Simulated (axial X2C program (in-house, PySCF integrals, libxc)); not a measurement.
## LiTi: from Re and ωe to a spectrum

A bond curve at the B97-3 level, two-component, was computed with an in-house all-electron X2C program for linear molecules (integrals from PySCF) (basis Ti dyall-cv3z [10s10p6d4f2g], Li dyall-cv3z [7s8p2d] (cores contracted in-house)) for the state Ω = 1/2 (⟨Sz⟩ = -1.50, ⟨Lz⟩ = 2.00 at B97-3). Its fit gives Re = 2.6901 Å, ωe = 296.1 cm⁻¹, ωexe = 2.05 cm⁻¹ and αe = 3.450e-03 cm⁻¹; the masses are 47.9479 and 7.0160 u. Two-component means X2C with spin–orbit coupling and atomic mean-field Coulomb and Gaunt terms.

Find the reduced mass, Be and the force constant.

From the B97-3 values: μ = 6.1204 u. Be = 16.8576/(μ Re²) = 0.3806 cm⁻¹. k = 5.8918×10⁻⁷ μ ωe² = 0.316 mdyn/Å.

Estimate the centrifugal constant by the Kratzer relation.

D = 4Be³/ωe² = 2.52e-06 cm⁻¹.

The dipole moment p changes by 1.13 D/Å at Re. What harmonic infrared intensity follows?

I = 42.256 × (dp/dR)²/μ = 8.8 km/mol.

Where do the fundamental and the first overtone lie?

ν(1←0) = ωe − 2ωexe = 292.0 cm⁻¹; ν(2←0) = 2ωe − 6ωexe = 579.9 cm⁻¹.

A Morse curve ties αe to the other constants (Pekeris). How well does that hold?

αe(Morse) = 6Be²/ωe × (√(ωexe/Be) − 1) = 3.877e-03 cm⁻¹; the B97-3 curve gives 3.450e-03 cm⁻¹, a ratio of 1.12.

One determinant describes the state; a PBE0 search over occupations chose it and may have missed a lower one. Density functionals use the spin component along the axis (collinear). Other states lie close and PBE0, whose exact exchange favours high spin, may order them wrongly; the determinant shown need not be the ground state. The nearest other 2c determinant of the search, Ω = 7/2, lies 0.02 eV up at the distance of the search. Without a current term, density functionals place determinants with orbital angular momentum somewhat too high. With several unpaired electrons one determinant need not be a pure state. The bond is weak, and without diffuse functions and with truncated virtuals even CCSD(T) can be tens of per cent off in De.
